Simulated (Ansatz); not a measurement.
```yaml
crystal:
  periodic: [false, false, false]
  atoms:
    - {symbol: N, position_ang: [0.407654, -0.352386, 0.799801]}
    - {symbol: C, position_ang: [-0.112448, 0.828950, 0.668519]}
    - {symbol: F, position_ang: [-0.155892, 1.702846, 1.643912]}
    - {symbol: O, position_ang: [-0.591930, 1.133480, -0.453188]}
    - {symbol: Al, position_ang: [-0.076701, -0.624209, -1.070284]}
    - {symbol: H, position_ang: [0.804094, -0.641358, 1.677854]}
    - {symbol: H, position_ang: [1.153886, -0.548164, -2.057000]}
    - {symbol: H, position_ang: [-1.336564, -1.556059, -1.265614]}
basis:
  gaussian: {orbitals: LANL2DZ}
hamiltonian: {xc: {name: B3LYP}, dispersion: d4}
output: {forces: true}
```

```sh
$ ansatz run in.yaml --threads 2 --pin off --events-out ev --progress --plain --max-ram 4352MiB
```

(1) How does Ansatz answer? (Estimate.)

Answers

(1) Ansatz gave: The input was rejected before any iteration.
```
Error: <dir> can't be read: No such file or directory (os error 2)
```

B3LYP here is the variant with VWN-RPA as its local correlation; programs differ in this.
